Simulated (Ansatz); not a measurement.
Consider the redistribution: `[SiH3]N([SiH3])BCl` + `[NH2][AlH][AlH2]` → `[AlH2][BH]Cl` + `[NH2][AlH][N]([SiH3])[SiH3]`.

Computed with Ansatz on PBE0-D4/def2-TZVP structures; ΔE is electronic, products minus reactants. CBS: MP2 limit from def2 TZ/QZ plus the TZ coupled-cluster correction, frozen cores. DFT in def2-TZVPP. B3LYP here is the variant with VWN-RPA as its local correlation; programs differ in this. Each species was taken in one conformer, which may not be the lowest.

```tsv
level	ΔE (kcal/mol)	difference from CCSD(T)/CBS
PBE-D4	15.1	2.7
PBE0-D4	14.6	2.2
ωB97X-V	12.8	0.4
PBE	15.4	3.0
r2SCAN	12.5	0.1
B3LYP	13.0	0.6
CCSD/def2-TZVPP	12.8	0.4
CCSD(T)/def2-TZVPP	13.1	0.7
SCS-MP2/def2-QZVPP	11.7	-0.7
CCSD/CBS(def2)	12.2	-0.2
CCSD(T)/CBS	12.4	0
```

Largest T1 diagnostic among the species: 0.013.

CCSD(T)/CBS has its own doubt, a few kJ/mol and more with outer-core shells, so smaller differences from it don't rank the levels.
